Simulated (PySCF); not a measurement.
Ga (SMILES [Ga+]), charge +1, singlet.

Here is a job for PySCF.
```python
from pyscf import gto, scf, dft

mol = gto.Mole()
mol.atom = '''
    Ga    0.000000    0.000000    0.000000
'''
mol.basis = 'def2-svp'
mol.charge = 1
mol.spin = 0
mol.verbose = 4
mol.build()

mf = dft.RKS(mol)
mf.xc = 'lda,vwn'
mf.kernel()
```

Q: What does this run give for the HOMO-LUMO gap, total energy, HOMO energy, number of basis functions?

A: 
```yaml
HOMO-LUMO gap: 7.05 eV
total_energy: -1921.3098 Eh
HOMO energy: -16.40 eV
number_of_basis_functions: 32
```
